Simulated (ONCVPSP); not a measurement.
Reading a pseudo-wave (fluorine)

Columns: radius, all-electron u(r) and pseudo u(r) of the 2p shell (level -11.12 eV) of fluorine in the configuration [He] 2s2 2p5; PBE, non-relativistic, ONCV scheme, ONCVPSP 4.0.1.

| r (bohr) | all-electron | pseudo |
| --- | --- | --- |
| 0.093 | 0.1232 | 0.0317 |
| 0.185 | 0.3381 | 0.1202 |
| 0.278 | 0.5414 | 0.2536 |
| 0.370 | 0.6974 | 0.4109 |
| 0.463 | 0.8065 | 0.5767 |
| 0.555 | 0.8713 | 0.7308 |
| 0.648 | 0.9014 | 0.8621 |
| 0.740 | 0.9048 | 0.9558 |
| 0.833 | 0.8892 | 1.0056 |
| 0.925 | 0.8611 | 1.0081 |
| 1.018 | 0.8243 | 0.9685 |
| 1.110 | 0.7830 | 0.9004 |
| 1.203 | 0.7387 | 0.8186 |
| 1.295 | 0.6941 | 0.7393 |
| 1.388 | 0.6493 | 0.6696 |
| 1.480 | 0.6061 | 0.6130 |
| 1.573 | 0.5641 | 0.5656 |
| 1.665 | 0.5244 | 0.5246 |
| 1.758 | 0.4864 | 0.4864 |
| 1.850 | 0.4510 | 0.4510 |
| 1.943 | 0.4175 | 0.4175 |
| 2.035 | 0.3865 | 0.3865 |
| 2.128 | 0.3572 | 0.3572 |
| 2.220 | 0.3303 | 0.3303 |
| 2.313 | 0.3051 | 0.3051 |
| 2.405 | 0.2819 | 0.2819 |

Question: How many radial nodes do the two functions have?

Answer: The all-electron 2p function has n − l − 1 = 0; the pseudo-wave has 0.

Question: At about which radius was the pseudo-wave matched?

Answer: 1.85 bohr. The columns agree to 0.0005 from 1.67 bohr on; several derivatives are matched, so the curves merge somewhat inside the radius.

Question: Where does each function peak?

Answer: Outermost all-electron maximum near 0.74 bohr, pseudo maximum near 0.93 bohr (to the table’s step).

Question: Is the pseudo-wave norm-conserving?

Answer: Yes: the ONCV scheme keeps the norm inside the radius equal to the all-electron one, which fixes the energy derivative of the logarithmic derivative at the level.
